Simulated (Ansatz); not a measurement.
Calculated with Ansatz (gas phase, PBE0-D4/def2-TZVP geometries, no zero-point term in ΔE). CCSD(T)/CBS is the MP2 limit (def2-TZVPP, def2-QZVPP) plus CCSD(T) − MP2 in def2-TZVPP, frozen cores. This one scheme is used for every species. Functionals use def2-TZVPP. One conformer a species, not always the lowest.

Consider the ligand exchange at the Si–N bond: `CN(C)[Si]O` + `O[SiH3]` → `O[Si]O[SiH3]` + `CNC`.

`CN(C)[Si]O`:

Cartesian coordinates in Å:
```
C -0.392 -1.032 -0.211
N 0.129 0.282 0.064
C 1.411 0.241 0.734
Si -0.534 1.839 -0.277
O -1.980 1.526 -1.020
H -1.352 -0.987 -0.729
H -0.544 -1.602 0.714
H 0.295 -1.606 -0.845
H 1.342 -0.278 1.698
H 1.766 1.258 0.921
H 2.163 -0.276 0.125
H -2.302 0.634 -1.175
```

`O[SiH3]`:

Z-matrix (Å, degrees):
```
Si
O 1 1.648
H 1 1.489 2 111.7
H 1 1.489 2 111.7 3 120.9
H 1 1.481 2 105.9 3 -119.6
H 2 0.957 1 117.9 3 -60.5
```

`O[Si]O[SiH3]`:

Cartesian coordinates in Å:
```
O 2.028 1.765 0.720
Si 1.493 0.250 1.062
O 0.176 0.139 0.065
Si -1.036 -0.884 -0.376
H 1.543 2.284 0.069
H -2.338 -0.245 -0.067
H -0.927 -2.170 0.362
H -0.940 -1.140 -1.834
```

`CNC`:

Z-matrix (Å, degrees):
```
C
N 1 1.445
H 1 1.094 2 109.4
H 1 1.092 2 110.0 3 117.9
H 1 1.104 2 114.0 3 -120.2
C 2 1.445 1 112.8 3 65.3
H 2 1.011 1 109.8 3 -171.9
H 6 1.104 2 114.0 1 54.9
H 6 1.094 2 109.4 1 -65.3
H 6 1.092 2 110.0 1 176.8
```

| species | CAM-B3LYP-D4 energy (Eh) |
| --- | --- |
| `CN(C)[Si]O` | -499.94862 |
| `O[SiH3]` | -367.18376 |
| `O[Si]O[SiH3]` | -732.00773 |
| `CNC` | -135.14666 |

Task: Work out ΔE.

Result: ΔE = (-732.00773) + (-135.14666) − (-499.94862) − (-367.18376) = -0.02201 Eh = -57.8 kJ/mol. CCSD(T)/CBS gives -52.5 kJ/mol.

Largest T1 diagnostic among the species: 0.014.

From PBE to PBE0 (25 % exact exchange), in def2-TZVPP and without D4, ΔE moves by −3.6 kJ/mol. Leaving LDA and LC-ωPBE aside and taking each functional with its dispersion term where it has one, the values, not all of them listed here, spread over 19.2 kJ/mol, from BHLYP-D4 to revPBE-D4. LDA lies +9.7 kJ/mol from PBE without D4.
